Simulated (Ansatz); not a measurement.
`[OH][SnH]([Br])[Br]` + H₂ → `[Br][SnH2][Br]` + H₂O at 400 K and 1 bar (hydrogenolysis of the Sn–O bond).

Isolated molecules relaxed with PBE0-D4/def2-TZVP in Ansatz; ΔE leaves out vibrations. CCSD(T)/CBS is the MP2 limit (def2-TZVPP, def2-QZVPP) plus CCSD(T) − MP2 in def2-TZVPP, frozen cores. This one scheme is used for every species. def2 core potentials past Kr. For Br, Sn outer-core shells are correlated without core-valence functions, which leaves a few kJ/mol of doubt a bond. Scalar relativity is left out up to krypton. Each species was taken in one conformer, which may not be the lowest.

```csv
species,CCSD(T)/CBS energy (Eh),H − E (kJ/mol),S (J/(mol·K))
`[OH][SnH]([Br])[Br]`,-5437.15470,88.3,407.9
H₂,-1.17544,38.0,139.0
`[Br][SnH2][Br]`,-5361.94777,65.0,360.9
H₂O,-76.37941,69.8,198.6
```

H − E and S are ideal-gas, rigid-rotor, harmonic terms from PBE0-D4/def2-TZVP, for one conformer and one mirror image of each species. The MP2-based limit puts H₂ 0.8 mEh under its directly extrapolated value; such offsets cancel only in part. 1 Eh = 2625.50 kJ/mol, R = 8.31446 J/(mol·K).

Task: By hand: ΔE, ΔH, ΔS and ΔG.

Result: ΔE = (-5361.94777) + (-76.37941) − (-5437.15470) − (-1.17544) = 0.00296 Eh = 7.8 kJ/mol. Δ(H − E) = 65.0 + 69.8 − 88.3 − 38.0 = 8.5, so ΔH = 16.3 kJ/mol. ΔS = 360.9 + 198.6 − 407.9 − 139.0 = 12.6 J/(mol·K). ΔG = 16.3 − 400 × (12.6)/1000 = 11.3 kJ/mol.

Task: By hand: the equilibrium constant, and the temperature at which ΔG would vanish if ΔH and ΔS stayed fixed.

Result: log₁₀ K = −ΔG/(RT ln 10) = -1.5. ΔG = 0 at ΔH/ΔS = 1294 K, though so small a ΔS makes that figure unsure.

The number of gas molecules stays the same, so ΔS is small and ΔH decides. A doubt of 5 kJ/mol in ΔE shifts log₁₀ K by 0.7 here. Other conformers and mirror images would add mixing entropy, several J/(mol·K) or more a flexible species. These are equilibria of isolated gas molecules and say nothing of rates. Largest T1 diagnostic: 0.010 (customary marks: 0.02 for closed shells, 0.045 for open ones).
